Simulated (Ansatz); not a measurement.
Geometry optimisation, UKS BHLYP-D4/6-31G (Ansatz 0.2.0).

Input file:

```yaml
crystal:
  periodic: [false, false, false]
  atoms:
    - { symbol: Cl, position_ang: [-2.4231, -1.2867, -1.653] }
    - { symbol: C, position_ang: [-1.2945, -0.1303, -0.9347] }
    - { symbol: Si, position_ang: [0.073, -1.1203, -0.229] }
    - { symbol: O, position_ang: [1.4802, -0.2886, 0.1325] }
    - { symbol: Si, position_ang: [1.3607, 0.9377, 1.0985] }
    - { symbol: H, position_ang: [-1.8153, 0.4744, -0.1756] }
    - { symbol: H, position_ang: [-0.9185, 0.5507, -1.717] }
    - { symbol: H, position_ang: [-0.3131, -1.8875, 0.9591] }
    - { symbol: H, position_ang: [2.2948, 0.5796, 2.2507] }
    - { symbol: H, position_ang: [1.6388, 2.1198, 0.2714] }
magnetization:
  spin_polarized: true
basis:
  gaussian: { orbitals: "6-31G" }
hamiltonian:
  xc: { name: BHLYP }
  dispersion: d4
relax:
  f_tol: 0.02
  max_steps: 40
output:
  orbitals: {}
```

Run as:

```bash
$ ansatz run input.yaml --threads 2 --pin off --max-ram 3072MiB --backend cpu --events-out ev --progress --plain --runs-dir out
```

Question: Where does it end, and by what steps?

Answer: It converged. Limits of this set-up: no polarisation functions. After 10 steps the energy has fallen by 1.605 eV; O4 moved furthest, 0.86 Å.

| step | energy less start (eV) | largest force component (eV/Å) | accepted |
| --- | --- | --- | --- |
| 0 | 0.0000 | 4.527 | yes |
| 1 | -0.9491 | 2.263 | yes |
| 2 | -1.2642 | 0.808 | yes |
| 3 | -1.4045 | 0.658 | yes |
| 4 | -1.4997 | 0.606 | yes |
| 5 | -1.5789 | 0.177 | yes |
| 6 | -1.5989 | 0.149 | yes |
| 7 | -1.6023 | 0.092 | yes |
| 8 | -1.6034 | 0.105 | yes |
| 9 | -1.6045 | 0.027 | yes |
| 10 | -1.6046 | 0.018 | yes |

```xyz
10
Properties=species:S:1:pos:R:3
Cl -2.594 -1.565 -1.755
C -1.429 -0.246 -1.112
Si 0.052 -1.103 -0.240
O 0.873 0.099 0.595
Si 1.722 1.255 1.474
H -2.006 0.362 -0.426
H -1.140 0.346 -1.969
H -0.485 -2.121 0.720
H 2.876 0.602 2.177
H 2.214 2.320 0.539
```

Run time: 82 s on 2 threads of Arm Neoverse N1 (shared host), peak memory 0.27 GiB.
